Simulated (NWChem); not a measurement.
System: CH4ClInO; SMILES [CH3][In]([OH])[Cl]

Here is an NWChem input.

```
start job
memory heap 200 mb stack 900 mb global 1100 mb
geometry units angstroms noautoz
  In     0.088318     0.370081     0.000585
  Cl    -0.442907    -1.935324    -0.001509
  C     -1.384105     1.913349     0.000984
  H     -1.982752     1.837298    -0.916956
  H     -0.889610     2.892259     0.045476
  H     -2.041515     1.783848     0.871318
  O      2.060683     0.640286     0.000122
  H      2.542203    -0.195424    -0.001776
end
basis spherical
  In library sto-3g
  Cl library sto-3g
  C library sto-3g
  H library sto-3g
  O library sto-3g
end
dft
  xc hfexch
  iterations 150
  mulliken
end
task dft energy
```

Excerpt of the output:

```
             Northwest Computational Chemistry Package (NWChem) 7.3.0
             --------------------------------------------------------

 C1  symmetry detected

                             Geometry "geometry" -> ""
                             -------------------------

 Output coordinates in angstroms (scale by  1.889725989 to convert to a.u.)

  No.       Tag          Charge          X              Y              Z
 ---- ---------------- ---------- -------------- -------------- --------------
    1 In                  49.0000     0.02413658     0.27790964     0.00029402
    2 Cl                  17.0000    -0.22688437    -2.07455394    -0.00014180
    3 C                    6.0000    -1.62267542     1.63353331    -0.00039311
    4 H                    1.0000    -2.20782124     1.48561056    -0.91827059
    5 H                    1.0000    -1.24910192     2.66469547     0.04339128
    6 H                    1.0000    -2.25988321     1.42677591     0.87004201
    7 O                    8.0000     1.94988530     0.78261357    -0.00038828
    8 H                    1.0000     2.52811813     0.01065411    -0.00169399

 Effective nuclear repulsion energy (a.u.)     469.9893655450

  xc_inp: hfexch multiplicative factor not found.

                                 NWChem DFT Module
                                 -----------------

 Summary of "ao basis" -> "ao basis" (spherical)
 ------------------------------------------------------------------------------
       Tag                 Description            Shells   Functions and Types
 ---------------- ------------------------------  ------  ---------------------
 In                          sto-3g                 11       27   5s4p2d
 Cl                          sto-3g                  5        9   3s2p
 C                           sto-3g                  3        5   2s1p
 H                           sto-3g                  1        1   1s
 O                           sto-3g                  3        5   2s1p

            General Information
            -------------------
          SCF calculation type: DFT
          Wavefunction type:  closed shell.
          No. of atoms     :     8
          No. of electrons :    84
           Alpha electrons :    42
            Beta electrons :    42
          Charge           :     0
          Spin multiplicity:     1
          Use of symmetry is: off; symmetry adaption is: off
          Maximum number of iterations: 150
          AO basis - number of functions:    50
                     number of shells:    26
          Convergence on energy requested:  1.00D-06
          Convergence on density requested:  1.00D-05
          Convergence on gradient requested:  5.00D-04

              XC Information
              --------------
                     Hartree-Fock (Exact) Exchange  1.000

      Superposition of Atomic Density Guess
      -------------------------------------

 Sum of atomic energies:       -6250.15771415

      Non-variational initial energy
      ------------------------------

 Total energy =   -6250.180857
 1-e energy   =   -9601.199854
 2-e energy   =    2881.029631
 HOMO         =      -0.179279
 LUMO         =       0.183804

     ---------------------------------------------
      Total Density - Mulliken Population Analysis
     ---------------------------------------------

    Atom       Charge   Shell Charges
 -----------   ------   -------------------------------------------------------
    1 In  49    47.63   2.00  2.00  6.00  2.00  5.99  2.01  5.97  1.00  0.73 10.00  9.94
    2 Cl  17    17.71   2.00  2.00  5.99  1.98  5.74
    3 C    6     6.27   1.99  1.35  2.93
    4 H    1     0.94   0.94
    5 H    1     0.94   0.94
    6 H    1     0.94   0.94
    7 O    8     8.92   2.00  1.86  5.07
    8 H    1     0.65   0.65

   convergence    iter        energy       DeltaE   RMS-Dens  Diis-err
 ---------------- ----- ----------------- --------- --------- ---------
 d= 0,ls=0.0,diis     1  -6251.0370802278 -6.72D+03  2.13D-02  4.21D-01
 d= 0,ls=0.0,diis     2  -6251.1273014799 -9.02D-02  6.59D-03  7.30D-02
 d= 0,ls=0.0,diis     3  -6251.1418304470 -1.45D-02  1.97D-03  2.63D-03
 d= 0,ls=0.0,diis     4  -6251.1427058305 -8.75D-04  3.72D-04  5.61D-05
 d= 0,ls=0.0,diis     5  -6251.1427382564 -3.24D-05  1.35D-04  7.85D-06
  Resetting Diis
 d= 0,ls=0.0,diis     6  -6251.1427426335 -4.38D-06  6.20D-05  9.92D-07
 d= 0,ls=0.0,diis     7  -6251.1427432792 -6.46D-07  9.52D-06  5.40D-08

         Total DFT energy =    -6251.142743279225
      One electron energy =    -9594.982337125386
           Coulomb energy =     3071.378099678621
    Exchange-Corr. energy =     -197.527871377455
 Nuclear repulsion energy =      469.989365544995

 Numeric. integr. density =        0.000000000000

                       DFT Final Molecular Orbital Analysis
                       ------------------------------------

 Vector   40  Occ=2.000000D+00  E=-3.338215D-01
              MO Center=  1.2D+00, -1.3D-01, -1.9D-04, r^2= 3.4D+00
   Bfn.  Coefficient  Atom+Function         Bfn.  Coefficient  Atom+Function
  ----- ------------  ---------------      ----- ------------  ---------------
    49      0.810105  7 O  pz                36     -0.585364  2 Cl pz
    32      0.157797  2 Cl pz                17      0.097287  1 In pz
    26      0.077503  1 In d  1              24     -0.056213  1 In d -1
    13     -0.034389  1 In pz                21     -0.027906  1 In d  1

 Vector   41  Occ=2.000000D+00  E=-3.306142D-01
              MO Center= -3.7D-01, -2.6D-01, -2.5D-05, r^2= 4.8D+00
   Bfn.  Coefficient  Atom+Function         Bfn.  Coefficient  Atom+Function
  ----- ------------  ---------------      ----- ------------  ---------------
    35      0.555739  2 Cl py                34     -0.373426  2 Cl px
    39     -0.309149  3 C  px                40      0.290943  3 C  py
    16     -0.268189  1 In py                48      0.238849  7 O  py
    14     -0.215372  1 In s                 23     -0.177572  1 In d -2
    46      0.163023  7 O  s                 31     -0.153210  2 Cl py

 Vector   42  Occ=2.000000D+00  E=-3.153833D-01
              MO Center=  8.2D-01, -2.1D-01, -8.8D-05, r^2= 4.2D+00
   Bfn.  Coefficient  Atom+Function         Bfn.  Coefficient  Atom+Function
  ----- ------------  ---------------      ----- ------------  ---------------
    34      0.573990  2 Cl px                47      0.467367  7 O  px
    48      0.460507  7 O  py                15     -0.270473  1 In px
    35      0.234295  2 Cl py                46      0.175421  7 O  s
    27      0.170791  1 In d  2              39      0.158692  3 C  px
    30     -0.154007  2 Cl px                11      0.122428  1 In px

 Vector   43  Occ=0.000000D+00  E= 2.086883D-01
              MO Center=  7.5D-02,  2.7D-01,  1.1D-03, r^2= 2.6D+00
   Bfn.  Coefficient  Atom+Function         Bfn.  Coefficient  Atom+Function
  ----- ------------  ---------------      ----- ------------  ---------------
    17      1.032154  1 In pz                13     -0.337353  1 In pz
    49     -0.280254  7 O  pz                36     -0.217731  2 Cl pz
     9      0.118238  1 In pz                42      0.118642  4 H  s
    44     -0.112730  6 H  s                 32      0.054136  2 Cl pz
     5     -0.046055  1 In pz                41     -0.035818  3 C  pz

 Vector   44  Occ=0.000000D+00  E= 2.714622D-01
              MO Center= -4.4D-02, -1.3D-02, -1.4D-03, r^2= 3.2D+00
   Bfn.  Coefficient  Atom+Function         Bfn.  Coefficient  Atom+Function
  ----- ------------  ---------------      ----- ------------  ---------------
    14      1.029260  1 In s                 35     -0.548623  2 Cl py
    38     -0.398883  3 C  s                 39     -0.333395  3 C  px
    47      0.311993  7 O  px                33     -0.303331  2 Cl s
    40      0.278325  3 C  py                46     -0.261623  7 O  s
    16     -0.257110  1 In py                48      0.224704  7 O  py

 Vector   45  Occ=0.000000D+00  E= 4.100039D-01
              MO Center=  2.3D-01,  4.7D-01,  1.3D-03, r^2= 3.0D+00
   Bfn.  Coefficient  Atom+Function         Bfn.  Coefficient  Atom+Function
  ----- ------------  ---------------      ----- ------------  ---------------
    16      0.959715  1 In py                15      0.546066  1 In px
    46     -0.493956  7 O  s                 35      0.435827  2 Cl py
    33      0.286908  2 Cl s                 50      0.282569  8 H  s
    47      0.278472  7 O  px                12     -0.268530  1 In py
    48      0.176622  7 O  py                43     -0.169272  5 H  s

     ---------------------------------------------
      Total Density - Mulliken Population Analysis
     ---------------------------------------------

    Atom       Charge   Shell Charges
 -----------   ------   -------------------------------------------------------
    1 In  49    47.97   2.00  2.00  6.00  2.00  5.99  2.01  5.98  0.90  1.18 10.00  9.92
    2 Cl  17    17.50   2.00  2.00  5.99  1.99  5.52
    3 C    6     6.35   1.99  1.23  3.13
    4 H    1     0.95   0.95
    5 H    1     0.95   0.95
    6 H    1     0.95   0.95
    7 O    8     8.46   2.00  1.85  4.61
    8 H    1     0.86   0.86

     -------------------------------------------
      Total Density - Lowdin Population Analysis
     -------------------------------------------

    Atom       Charge   Shell Charges
 -----------   ------   -------------------------------------------------------
    1 In  49    48.17   2.00  2.00  6.00  2.00  5.99  1.99  5.88  0.94  1.45 10.00  9.92
    2 Cl  17    17.41   2.00  2.00  5.99  1.93  5.50
    3 C    6     6.24   1.99  1.05  3.20
    4 H    1     0.98   0.98
    5 H    1     0.98   0.98
    6 H    1     0.98   0.98
    7 O    8     8.36   2.00  1.72  4.64
    8 H    1     0.90   0.90

     Multipole analysis of the density
     ---------------------------------

     L   x y z        total         alpha         beta         nuclear
     -   - - -        -----         -----         ----         -------
     0   0 0 0     -0.000000    -42.000000    -42.000000     84.000000

     1   1 0 0     -0.125517     -0.062759     -0.062759     -0.000000
     1   0 1 0      0.967083      0.483541      0.483541     -0.000000
     1   0 0 1      0.000151      0.000075      0.000075     -0.000000

     2   2 0 0    -36.260031   -134.281927   -134.281927    232.303823
     2   1 1 0     -2.623797      7.922260      7.922260    -18.468317
     2   1 0 1     -0.001590     -0.003235     -0.003235      0.004880
     2   0 2 0    -42.436649   -216.202928   -216.202928    389.969206
     2   0 1 1     -0.000172      0.007967      0.007967     -0.016106
     2   0 0 2    -30.340068    -18.030610    -18.030610      5.721153
```

Level: Hartree-Fock/STO-3G, non-relativistic. Geometry: optimised at PBE0/def2-SVP (def2 core potentials past Kr).
